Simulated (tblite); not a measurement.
A geometry optimisation, step by step.

Compound: C6H11NSeSi.
Atom-mapped SMILES: `[CH3:1][C@@H:2]1[CH2:3][C@H:4]([CH2:5][C:6]#[N:7])[Se:8][SiH2:9]1` (hydrogens: H10, H11, H12 on C1; H13 on C2; H14, H15 on C3; H16 on C4; H17, H18 on C5; H19, H20 on Si9)

Computed with GFN2-xTB (tblite), gas phase: L-BFGS steps from a force-field or distance-geometry start until the largest atomic force falls under 0.01 eV/Å. 6 of its 88 geometries are shown.

Step 0: E = -714.2058 eV, largest atomic force 2.712 eV/Å
```
atom  x, y, z in Å  |  force x, y, z in eV/Å
C1     -2.219   -1.172   -0.309   -1.997  -1.195  -1.393
C2     -1.207   -0.145   -0.639    0.813   1.145   0.640
C3      0.159   -0.357    0.029   -0.884  -0.007   0.132
C4      1.161    0.477   -0.752   -0.707  -0.500   1.714
C5      2.553    0.352   -0.175    0.972   0.666  -1.155
C6      3.038   -1.002   -0.203    0.550  -1.321   0.204
N7      3.422   -2.092   -0.204   -0.563   1.478  -0.058
Se8     0.551    2.298   -0.339   -0.449   1.122  -0.304
Si9    -1.624    1.574    0.022    0.376   0.568  -0.060
H10    -1.806   -2.083    0.149   -0.281   0.544   0.126
H11    -2.661   -1.506   -1.299    0.249   0.046   1.038
H12    -3.091   -0.748    0.237    0.781  -0.629   0.036
H13    -1.024   -0.034   -1.702   -0.164  -0.372  -0.368
H14     0.037    0.019    1.077    0.657  -0.666  -0.505
H15     0.362   -1.415    0.026    0.551  -0.405   0.077
H16     1.065    0.232   -1.794    0.321   0.086  -0.556
H17     3.200    0.982   -0.863   -0.170  -0.548   0.874
H18     2.569    0.781    0.838    0.160  -0.270  -0.201
H19    -1.909    1.575    1.462   -0.022   0.010  -0.127
H20    -2.583    2.275   -0.795   -0.191   0.250  -0.114
```

Step 17: E = -714.8040 eV, largest atomic force 0.262 eV/Å
```
atom  x, y, z in Å  |  force x, y, z in eV/Å
C1     -2.297   -1.213   -0.304    0.048   0.075   0.064
C2     -1.234   -0.145   -0.604   -0.068  -0.105  -0.066
C3      0.144   -0.417    0.004    0.010   0.006  -0.022
C4      1.143    0.523   -0.651    0.123  -0.080  -0.060
C5      2.582    0.391   -0.145    0.048   0.000   0.107
C6      3.037   -0.977   -0.194   -0.031  -0.213  -0.076
N7      3.377   -2.070   -0.235   -0.064   0.254   0.009
Se8     0.491    2.423   -0.444    0.111  -0.020   0.055
Si9    -1.620    1.651   -0.069   -0.016  -0.090   0.001
H10    -1.864   -2.085    0.187    0.025   0.113  -0.050
H11    -2.749   -1.545   -1.235   -0.042  -0.035   0.056
H12    -3.096   -0.837    0.331    0.051   0.021   0.060
H13    -1.077   -0.145   -1.688   -0.053   0.038  -0.062
H14     0.125   -0.253    1.086    0.045  -0.120  -0.018
H15     0.464   -1.448   -0.190   -0.048   0.062   0.048
H16     1.145    0.336   -1.730   -0.011   0.040  -0.056
H17     3.249    0.996   -0.767   -0.004   0.049  -0.012
H18     2.683    0.737    0.887   -0.119   0.037   0.059
H19    -1.906    1.687    1.366   -0.038   0.023   0.023
H20    -2.602    2.402   -0.839    0.035  -0.053  -0.061
```

Step 35: E = -714.8988 eV, largest atomic force 0.095 eV/Å
```
atom  x, y, z in Å  |  force x, y, z in eV/Å
C1     -2.278   -1.173   -0.151    0.019  -0.009  -0.002
C2     -1.248   -0.152   -0.654   -0.022  -0.075   0.005
C3      0.167   -0.468   -0.170    0.000  -0.010   0.006
C4      1.172    0.549   -0.686    0.032  -0.017   0.006
C5      2.556    0.393   -0.049   -0.011  -0.017   0.003
C6      3.033   -0.959   -0.192   -0.014  -0.004  -0.021
N7      3.371   -2.047   -0.299    0.017   0.079  -0.015
Se8     0.520    2.418   -0.327    0.038   0.082   0.029
Si9    -1.607    1.655   -0.149   -0.038  -0.080  -0.031
H10    -1.786   -2.060    0.245    0.038   0.009  -0.066
H11    -2.928   -1.492   -0.963   -0.030   0.046   0.041
H12    -2.907   -0.774    0.644    0.059   0.033  -0.035
H13    -1.223   -0.186   -1.750   -0.016  -0.060   0.039
H14     0.195   -0.491    0.924   -0.035   0.013   0.002
H15     0.473   -1.454   -0.533    0.000   0.000   0.045
H16     1.246    0.475   -1.777    0.050  -0.004   0.019
H17     3.265    1.087   -0.513   -0.005  -0.059   0.003
H18     2.505    0.628    1.021   -0.021  -0.021  -0.042
H19    -2.043    1.740    1.245   -0.036   0.041  -0.022
H20    -2.488    2.322   -1.099   -0.026   0.056   0.035
```

Step 52: E = -714.9611 eV, largest atomic force 0.268 eV/Å
```
atom  x, y, z in Å  |  force x, y, z in eV/Å
C1     -2.244   -1.165   -0.094    0.007   0.046   0.111
C2     -1.254   -0.176   -0.711   -0.089  -0.081   0.008
C3      0.149   -0.456   -0.176    0.055   0.026  -0.038
C4      1.172    0.555   -0.669    0.225   0.077   0.124
C5      2.541    0.362    0.000    0.040  -0.067   0.125
C6      3.073   -0.957   -0.245   -0.008  -0.050  -0.113
N7      3.491   -2.004   -0.446   -0.088   0.169   0.034
Se8     0.504    2.422   -0.248   -0.020  -0.140  -0.094
Si9    -1.647    1.658   -0.297    0.009  -0.037   0.002
H10    -1.797   -2.157   -0.002   -0.053   0.052  -0.187
H11    -3.158   -1.246   -0.678    0.068   0.051  -0.025
H12    -2.518   -0.853    0.911   -0.023   0.012   0.041
H13    -1.245   -0.312   -1.799    0.017  -0.021   0.053
H14     0.120   -0.451    0.919    0.028   0.071  -0.025
H15     0.480   -1.454   -0.481    0.002  -0.004  -0.046
H16     1.285    0.514   -1.761   -0.074  -0.006   0.139
H17     3.277    1.097   -0.357   -0.184  -0.036  -0.020
H18     2.448    0.480    1.089   -0.038   0.045  -0.128
H19    -2.203    1.744    1.054   -0.011   0.032   0.033
H20    -2.479    2.409   -1.241    0.139  -0.140   0.008
```

Step 70: E = -715.0237 eV, largest atomic force 0.060 eV/Å
```
atom  x, y, z in Å  |  force x, y, z in eV/Å
C1     -2.263   -1.168   -0.096   -0.021   0.002   0.001
C2     -1.234   -0.201   -0.668   -0.006  -0.018  -0.009
C3      0.158   -0.461   -0.101    0.011  -0.009   0.021
C4      1.169    0.548   -0.620    0.021  -0.029  -0.008
C5      2.544    0.379    0.023    0.022  -0.007  -0.002
C6      3.081   -0.918   -0.298    0.027  -0.007  -0.009
N7      3.483   -1.951   -0.577   -0.001   0.006   0.015
Se8     0.505    2.412   -0.267   -0.053   0.011   0.026
Si9    -1.636    1.636   -0.317    0.025   0.012   0.018
H10    -1.982   -2.200   -0.307    0.004   0.022  -0.018
H11    -3.243   -0.986   -0.533    0.025   0.000   0.014
H12    -2.345   -1.058    0.984    0.008   0.022  -0.019
H13    -1.190   -0.347   -1.752   -0.012  -0.017  -0.018
H14     0.119   -0.407    0.991    0.004   0.005   0.041
H15     0.507   -1.464   -0.366   -0.028  -0.001  -0.023
H16     1.259    0.470   -1.708   -0.003   0.001  -0.013
H17     3.233    1.145   -0.346   -0.003   0.007   0.007
H18     2.464    0.479    1.111    0.019  -0.011  -0.008
H19    -2.250    1.812    0.997   -0.006   0.019   0.000
H20    -2.385    2.290   -1.383   -0.032  -0.008  -0.017
```

Step 87: E = -715.0259 eV, largest atomic force 0.009 eV/Å
```
atom  x, y, z in Å  |  force x, y, z in eV/Å
C1     -2.263   -1.161   -0.091   -0.008  -0.005  -0.001
C2     -1.233   -0.201   -0.668   -0.005  -0.006   0.001
C3      0.159   -0.466   -0.101   -0.001   0.000   0.000
C4      1.171    0.545   -0.615    0.001  -0.005   0.000
C5      2.549    0.376    0.024    0.002   0.001  -0.002
C6      3.094   -0.915   -0.305    0.007  -0.005   0.001
N7      3.502   -1.948   -0.579    0.003   0.008  -0.002
Se8     0.498    2.408   -0.245   -0.007  -0.005   0.003
Si9    -1.640    1.636   -0.324    0.007   0.006   0.002
H10    -1.998   -2.192   -0.320    0.000  -0.001   0.000
H11    -3.248   -0.962   -0.508    0.000   0.001  -0.002
H12    -2.324   -1.060    0.990   -0.001   0.006   0.000
H13    -1.193   -0.351   -1.753    0.000  -0.002   0.001
H14     0.122   -0.419    0.992    0.001  -0.002   0.001
H15     0.501   -1.468   -0.378   -0.002   0.004   0.000
H16     1.260    0.477   -1.704   -0.007   0.001   0.003
H17     3.232    1.152   -0.337    0.005  -0.002   0.001
H18     2.473    0.462    1.113    0.001   0.004  -0.002
H19    -2.271    1.835    0.980   -0.003  -0.001   0.004
H20    -2.397    2.264   -1.403    0.004   0.004  -0.007
```

Q: Summarise the path.

A: The energy falls by 79.13 kJ/mol from step 0 to step 87; nine tenths of that is first reached at step 51. It rises by more than 0.2 meV at step 2. The largest force goes from 2.712 to 0.009 eV/Å. Among the bonds C4–Se8 changes most, from 1.964 to 2.015 Å; the atoms move by 0.511 Å rms after alignment.

The cost below is that of the whole relaxation. On one thread, Intel Xeon 6975P-C (x86_64), shared host with 192 logical CPUs at a one-minute load of 90, this took 1.3 s wall, 1.2 s CPU.
